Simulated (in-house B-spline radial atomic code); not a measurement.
Results of a calculation; reference values are marked as such.
Ga in an electron gas of r_s = 2.07: phase shifts, screening, friction and resistivity

A nucleus sits in a uniform electron gas with a rigid positive background. The Kohn-Sham equations are solved self-consistently in the spin-unpolarised LDA (PW92), non-relativistic, on B-splines with outgoing waves at the boundary and partial waves to l = 8. The model has no lattice, no bands and no magnetic solution. Atomic units; δ_l are the phase shifts at the Fermi level, counted so that each bound state adds π, and good to about 0.0005.

The density parameter is r_s = 2.07 bohr, near that of the valence electrons of Al (3 per atom, density 2.7 g/cm³, mass 26.98 u, which gives r_s = 2.07).

| l | δ_l (rad) |
| --- | --- |
| 0 | 9.9588 |
| 1 | 7.1958 |
| 2 | 3.3300 |
| 3 | 0.0548 |
| 4 | 0.0100 |
| 5 | 0.0019 |
| 6 | 0.0004 |
| 7 | 0.0001 |
| 8 | 0.0001 |

Bound levels below the band bottom (hartree): p -39.65, s -4.826, p -3.169, d -0.3255, s -0.03941 and deeper ones.

Check the Friedel sum rule, and say where the screening charge sits.

k_F = (9π/4)^(1/3)/r_s = 0.92713. The rule is Z = (2/π) Σ (2l + 1) δ_l. The terms are s 6.340, p 13.743, d 10.600, f 0.244 and 0.076 beyond, in all 31.003 against Z = 31. Bound states hold 8 s, 12 p, 10 d electrons, so the scattering states carry 1.00 in all; where a term is smaller than its bound count, the bound level has drawn weight out of the band.

Find the transport cross section and the electronic stopping of a 10 keV Ga ion (mass 69.72 u).

σ_tr = (4π/k_F²) Σ (l + 1) sin²(δ_l − δ_(l+1)). The terms for l = 0 to 3 are 0.1366, 0.8779, 0.0532, 0.0080, all together 1.0761, so σ_tr = 14.619 × 1.0761 = 15.732 bohr². With n = 3/(4π r_s³) = 0.02692, the friction coefficient is Q = n k_F σ_tr = 0.3926. For v well below v_F = 0.927, dE/dx = Q v; with 24801 eV per u at v = 1, v = √(10000/(24801 × 69.72)) = 0.0760, so dE/dx = 0.02986 hartree/bohr = 15.4 eV/nm. The largest term couples the p and d waves.

What residual resistivity would 1 atomic per cent of such centres give in Al?

Δρ = k_F n_i σ_tr/n in atomic units of 21.74 μΩ·cm. With one host atom per 3 electrons, n_i/n = 0.01/3, so Δρ = 0.9271 × 0.00333 × 15.732 × 21.74 = 1.06 μΩ·cm. This is an atom added to the gas, as on an interstitial site.

On a substitutional site the background of one host ion, a sphere holding 3 charges, is taken out. The phase shifts for l = 0 to 4 become 9.5693, 6.4952, 3.0403, -0.0269, -0.0072. What follows?

The Friedel sum is now 28.00, for Z − 3 = 28. The sum in σ_tr is 0.2128, so σ_tr = 3.11 bohr² and Δρ = 0.21 μΩ·cm per atomic per cent, 0.20 times the value above. A real host ion scatters too, so this model doesn't give zero even for the host's own atom.
